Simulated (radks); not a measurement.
Spherical quantum dot in the effective-mass picture: electrons in a well V = -V0 / (1 + exp((r - R)/a)) with V0 = 23.1, R = 2.22, a = 0.14, with a point charge +2 (a donor) at the centre, all in effective atomic units (hartree* = m*/eps^2 hartree, bohr* = eps/m* bohr), one dielectric constant everywhere. Method: non-relativistic Kohn-Sham, LDA (Slater exchange, Perdew-Wang correlation), spin-polarised, spherical densities; computed with a radial shooting solver with Libxc functionals. Levels are named by radial order and angular momentum (1s, 1p, 1d, 2s, ...), and open shells are averaged over m. Results are scaled to m* = 0.192 and eps = 6.2, for which hartree* = 135.9 meV and bohr* = 1.709 nm.

N = 13, configuration 1s2 1p6 1d(up 4, down 0) 2s(up 1, down 0). This is the lowest configuration that the search found. Occupied and some empty levels:

level,occupation,eigenvalue (meV),<r> (nm)
1s up,1,-2158.0,1.722
1s down,1,-2136.1,1.737
1p up,3,-1996.4,2.351
1p down,3,-1975.9,2.346
2s up,1,-1857.0,1.854
1d up,4,-1832.8,2.559
2s down,0,-1829.5,1.860
1d down,0,-1811.6,2.558
1f up,0,-1634.4,2.704
1f down,0,-1612.9,2.705
2p up,0,-1482.8,2.070
2p down,0,-1465.1,2.080
1g up,0,-1402.4,2.819
1g down,0,-1381.0,2.822

Energy (meV): total -32721.4, kinetic 3805.4, external -43077, Hartree 7674.8, exchange-correlation -1124.7.
